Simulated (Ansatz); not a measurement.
## Strength of the C–C bond: C3H5F3O → C2H4FO + CHF2

Gas-phase species: C3H5F3O `FCOCC(F)F`, singlet; C2H4FO `[CH2]OCF`, doublet; CHF2 (difluoromethyl radical) `F[CH]F`, doublet. 

Shapes, held fixed at every level: PBE0-D4/def2-TZVP. Flexible molecules stand in one conformer, not always the lowest. Programs: Ansatz 0.2.0. The zero-point and thermal change to 298 K, harmonic and unscaled (PBE0-D4/def2-TZVP), is -18.9 kJ/mol.

```csv
level,kind,ΔH(298 K) (kJ/mol),less CCSD(T)/CBS estimate
r2SCAN-D4/def2-TZVPP,meta-GGA,+343.1,-39.7
B3LYP-D4/def2-TZVPP,global hybrid,+350.5,-32.3
BHLYP-D4/def2-TZVPP,global hybrid,+351.9,-30.9
wB97X-V/def2-TZVPP,range-separated hybrid,+375.5,-7.3
CCSD(T)/def2-SVP,coupled cluster or CI,+375.1,-7.7
CCSD(T)/def2-TZVPP,coupled cluster or CI,+374.4,-8.4
CCSD(T)/CBS estimate,coupled cluster or CI,+382.8,0.0
```

The highest level, CCSD(T)/CBS estimate, gives ΔH(298 K) = +382.8 kJ/mol; the levels span +343.1 to +382.8. The column of differences is taken from that level and isn't an error. No measured value is set beside it here. Open shells run unrestricted. The CBS estimate extrapolates MP2 from def2-TZVPP and def2-QZVPP and adds CCSD(T) − MP2 in the triple-zeta set, cores frozen. CCSD(T)/CBS estimate lies outside the range of the other correlated levels here, so it shouldn't be taken on trust.
